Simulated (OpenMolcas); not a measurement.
**Cr4+: effect of the ligand basis**

Cr4+ with 6 ligands (fluoride) in octahedral coordination (Oh) at 1.86 Å. A charge of +0.333 e stands 2.8 Å behind each ligand.

```json
{"Program": "OpenMolcas 26.06", "Method": "CASSCF", "Spin-orbit coupling": "RASSI with atomic mean-field integrals over the reference wave functions"}
```

Fixed: metal basis ANO-RCC-VTZP, active space 2 electrons in 5 orbitals (3d), DKH2 Hamiltonian.

States (labels of O, the rotations of Oh). Energies in cm-1 above the lowest state or level, χT in cm3 K/mol; under a threefold ground state the first gap can be a small split of the lowest multiplet, not the spin-orbit step; 10Dq and B are least-squares fits to the states below 45000 cm-1, weighted by degeneracy, with a free offset, and given where the rms deviation is under 5 % of |10Dq| (or 100 cm-1) and under 700 cm-1.

```csv
Run,Ligand basis,Ground state,First state of that spin,10Dq,B (rms of fit),First gap with spin-orbit (degeneracies),χT at 300 K,First state of another spin,Cost
A,ANO-RCC-VDZP,3T1,3T2 17137,18463,1043 (390),"7.8 (2, 3)",0.724,1T2 15328,roughly 17 core-seconds
B,ANO-RCC-VTZP,3T1,3T2 17032,18369,1050 (386),"7.9 (2, 3)",0.722,1T2 15434,roughly 80 core-seconds
```

Against A, |10Dq| changes by -0.5 % in B.

Costs are those of the RASSCF and RASSI steps.

An orbital triplet at a regular site is open to Jahn-Teller coupling, which can distort the site and quench the lowest spin-orbit gaps and is left out. Without dynamic correlation the repulsion within the d shell is too large (B by tens of per cent), so at a given field states of lower spin stand too high. Ligand-to-metal charge-transfer states are missing. With no ligand orbital active B as a rule stays too high, so bands that hang on it stand too high and its fall with covalency is understated. With metal d orbitals alone and no dynamic correlation the field as a rule comes out too small, by tens of per cent, by up to half for chloride and softer ligands. The least metal-like active orbital is 82 % on the metal (Löwdin) and no ligand orbital is active, so the numbers are rough (holds for A). The least metal-like active orbital is 80 % on the metal (Löwdin) and no ligand orbital is active, so the numbers are rough (holds for B). No measured value stands beside these numbers; the geometry was imposed, not optimised, and the real ion may take another.
